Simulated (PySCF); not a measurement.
## RbNa: frontier orbitals

PBE0 at R = 3.681 Å; Rb x2c-TZVPall, Na x2c-TZVPall; spin-free X2C with a Gaussian nucleus (PySCF 2.14). State: ³Σ⁺ (triplet), unpaired electrons σ ↑↑, a second solution, started from another occupation. Only the outer orbitals are listed, counted within each symmetry.

```json
{"spin": "α", "orbital": "10σ", "occ.": "1", "ε (eV)": "-32.15", "on Rb (%)": "0", "main shells (%)": "100 Na p"}
{"spin": "α", "orbital": "4π", "occ.": "1", "ε (eV)": "-32.14", "on Rb (%)": "0", "main shells (%)": "100 Na p"}
{"spin": "α", "orbital": "4π", "occ.": "1", "ε (eV)": "-32.14", "on Rb (%)": "0", "main shells (%)": "100 Na p"}
{"spin": "α", "orbital": "11σ", "occ.": "1", "ε (eV)": "-17.86", "on Rb (%)": "100", "main shells (%)": "100 Rb p"}
{"spin": "α", "orbital": "5π", "occ.": "1", "ε (eV)": "-17.82", "on Rb (%)": "100", "main shells (%)": "100 Rb p"}
{"spin": "α", "orbital": "5π", "occ.": "1", "ε (eV)": "-17.82", "on Rb (%)": "100", "main shells (%)": "100 Rb p"}
{"spin": "α", "orbital": "12σ", "occ.": "1", "ε (eV)": "-4.29", "on Rb (%)": "28", "main shells (%)": "70 Na s, 24 Rb s"}
{"spin": "α", "orbital": "13σ", "occ.": "1", "ε (eV)": "-2.55", "on Rb (%)": "69", "main shells (%)": "57 Rb s, 17 Na s, 13 Na p"}
{"spin": "α", "orbital": "6π", "occ.": "0", "ε (eV)": "-1.04", "on Rb (%)": "52", "main shells (%)": "47 Na p, 45 Rb p"}
{"spin": "α", "orbital": "6π", "occ.": "0", "ε (eV)": "-1.04", "on Rb (%)": "52", "main shells (%)": "47 Na p, 45 Rb p"}
{"spin": "α", "orbital": "14σ", "occ.": "0", "ε (eV)": "-0.74", "on Rb (%)": "40", "main shells (%)": "43 Rb p, 41 Na p, 19 Na s"}
{"spin": "β", "orbital": "4π", "occ.": "1", "ε (eV)": "-32.06", "on Rb (%)": "0", "main shells (%)": "100 Na p"}
{"spin": "β", "orbital": "4π", "occ.": "1", "ε (eV)": "-32.06", "on Rb (%)": "0", "main shells (%)": "100 Na p"}
{"spin": "β", "orbital": "10σ", "occ.": "1", "ε (eV)": "-32.06", "on Rb (%)": "0", "main shells (%)": "100 Na p"}
{"spin": "β", "orbital": "11σ", "occ.": "1", "ε (eV)": "-17.74", "on Rb (%)": "100", "main shells (%)": "100 Rb p"}
{"spin": "β", "orbital": "5π", "occ.": "1", "ε (eV)": "-17.74", "on Rb (%)": "100", "main shells (%)": "100 Rb p"}
{"spin": "β", "orbital": "5π", "occ.": "1", "ε (eV)": "-17.74", "on Rb (%)": "100", "main shells (%)": "100 Rb p"}
{"spin": "β", "orbital": "12σ", "occ.": "0", "ε (eV)": "-1.98", "on Rb (%)": "45", "main shells (%)": "50 Na s, 40 Rb s"}
{"spin": "β", "orbital": "13σ", "occ.": "0", "ε (eV)": "-0.59", "on Rb (%)": "73", "main shells (%)": "41 Rb s, 26 Rb p, 25 Na s"}
{"spin": "β", "orbital": "6π", "occ.": "0", "ε (eV)": "0.04", "on Rb (%)": "82", "main shells (%)": "73 Rb p, 17 Na p, 10 Rb d"}
```

Question: Which are the highest filled and the lowest empty level, where do they sit, and how wide is the gap?

Answer: Highest filled α 13σ at -2.55 eV (in %: 57 Rb s, 17 Na s, 13 Na p); lowest empty β 12σ at -1.98 eV (in %: 50 Na s, 40 Rb s); the gap at PBE0 is 0.57 eV.

The bond order (Mayer) is 0.46. The ⟨S²⟩ is 2.000. The charge on Rb (Mulliken, basis-dependent) is 0.04. The charge on Rb (Löwdin, basis-dependent) is -0.06. The dipole moment (positive dipole means Rb(−)Na(+)) is 0.23 D.

Spin–orbit coupling is left out.
